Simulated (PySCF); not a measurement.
Species: C₈H₈O.
Z-matrix (Å and degrees, PBE/def2-SV(P) geometry), rows numbered from 1:
```
O 
C   1  1.3684
C   2  1.3639  1  122.36
C   3  1.4653  2  128.21  1  -175.47
C   4  1.3605  3  129.06  2   -49.51
C   5  1.4696  4  127.82  3    -2.32
C   6  1.3566  5  128.32  4    51.41
C   7  1.4735  6  127.33  5     3.21
C   8  1.3518  7  128.51  6   -53.82
H   1  0.9841  2  108.50  3    -2.55
H   3  1.1105  2  116.31  1    -2.31
H   4  1.1087  3  114.58  2   135.58
H   5  1.1075  4  116.74  3  -175.36
H   6  1.1086  5  114.84  4  -132.61
H   7  1.1078  6  117.32  5   176.12
H   8  1.1086  7  114.91  6   129.79
H   9  1.1066  2  113.81  1    43.30
```

Computed with PBE/def2-SV(P) geometry optimisation, gas phase in PySCF 2.14.0.

Take the most abundant isotopes and a rigid rotor. The values belong to one conformer with, in the numbering `[OH:1][C:2]1=[CH:3]/[CH:4]=[CH:5]\[CH:6]=[CH:7]/[CH:8]=[CH:9]\1`, H–O1–C2–C3 -3°, C2–C3–C4–C5 -50°, C4–C5–C6–C7 51°, C6–C7–C8–C9 -54°, O1–C2–C9–C8 -131°.

**Question.** Give the principal moments of inertia and the rotational constants in MHz.

**Answer.** Ia = 199.40, Ib = 327.24, Ic = 472.18 u·Å²; 505379 MHz·u·Å²/I gives A = 2534, B = 1544, C = 1070 MHz.

**Question.** Classify the top.

**Answer.** An asymmetric top. Ray's parameter κ = (2B − A − C)/(A − C) = -0.352; −1 is the prolate and +1 the oblate limit.

**Question.** Is it planar, by Δ = Ic − Ia − Ib?

**Answer.** Not planar: Δ = Ic − Ia − Ib = -54.46 u·Å². For a rigid frame Δ = −2 Σ m c², so Σ m c² = 27.23 u·Å² lies off the ab plane: 7.69 from hydrogen and 19.54 from heavier atoms. The atom farthest from that plane is 1.34 Å away.

**Question.** Give the other two planar moments, Paa and Pbb, and the rms extents of the mass along the axes.

**Answer.** Paa = Σ m a² = (Ib + Ic − Ia)/2 = 300.01 and Pbb = Σ m b² = (Ia + Ic − Ib)/2 = 172.17 u·Å². With the mass M = 120.06 u, the rms extents √(P/M) along a, b and c are 1.58, 1.20, 0.48 Å.

**Question.** Which lines would a microwave search look for?

**Answer.** The dipole components are |μa| = 0.35 D, |μb| = 0.78 D, |μc| = 0.35 D. Intensities carry the squares of the components, which stand as 0.20 : 1.00 : 0.20 (a : b : c). Some lines, for components of 0.1 D or more:

| type | branch | J(Ka,Kc) | MHz | lower level (cm⁻¹) |
| --- | --- | --- | --- | --- |
| c | Q | 1(1,1) ← 1(0,1) | 990 | 0.087 |
| c | Q | 4(2,3) ← 4(1,3) | 1653 | 0.977 |
| a | Q | 3(1,2) ← 3(1,3) | 2820 | 0.514 |
| c | Q | 5(3,3) ← 5(2,3) | 4052 | 1.560 |
| b | Q | 2(2,1) ← 2(1,2) | 4393 | 0.279 |
| b | R | 5(3,2) ← 4(4,1) | 5516 | 1.531 |
| b | Q | 3(3,0) ← 3(2,1) | 5624 | 0.707 |
| b | R | 2(1,2) ← 1(0,1) | 5745 | 0.087 |
| b | Q | 3(3,1) ← 3(2,2) | 6210 | 0.687 |
| a | R | 3(2,2) ← 2(2,1) | 7844 | 0.425 |
| a | R | 3(2,1) ← 2(2,0) | 8321 | 0.430 |
| b | R | 2(2,0) ← 1(1,1) | 9282 | 0.120 |
| b | R | 4(1,4) ← 3(0,3) | 9643 | 0.503 |
| a | R | 4(3,2) ← 3(3,1) | 10668 | 0.894 |
| c | Q | 5(5,1) ← 5(4,1) | 10740 | 1.978 |
| a | R | 5(1,5) ← 4(1,4) | 11497 | 0.825 |
| b | R | 5(1,4) ← 4(2,3) | 11785 | 1.032 |
| a | R | 5(2,4) ← 4(2,3) | 12778 | 1.032 |
| b | R | 3(2,1) ← 2(1,2) | 12847 | 0.279 |
| a | R | 5(4,1) ← 4(4,0) | 13398 | 1.531 |
| a | R | 5(2,3) ← 4(2,2) | 14235 | 1.085 |
| c | R | 4(2,3) ← 3(1,3) | 15531 | 0.514 |
| b | R | 4(3,1) ← 3(2,2) | 17043 | 0.687 |
| c | R | 5(3,2) ← 4(2,2) | 18881 | 1.085 |
| c | R | 5(3,3) ← 4(2,3) | 19861 | 1.032 |
| c | R | 5(4,1) ← 4(3,1) | 21649 | 1.256 |
| c | R | 5(5,0) ← 4(4,0) | 24138 | 1.531 |

**Question.** Estimate the classical rotational partition function at 10 K, 50 K and 500 K.

**Answer.** Point group C1, symmetry number σ = 1; q = (√π/σ)·√((kT/h)³/(ABC)), k/h = 20836.6 MHz/K: 2600 at 10 K, 29100 at 50 K, 921000 at 500 K.

Whether it is a minimum is left open (no frequencies). No vibrational averaging or centrifugal distortion is included, and the geometry carries the error of its method.

Time: 75 s of wall time; peak memory 0.59 GiB. Hardware: one thread, Arm Neoverse V1 (aarch64), shared host. These figures are those of the optimisation.
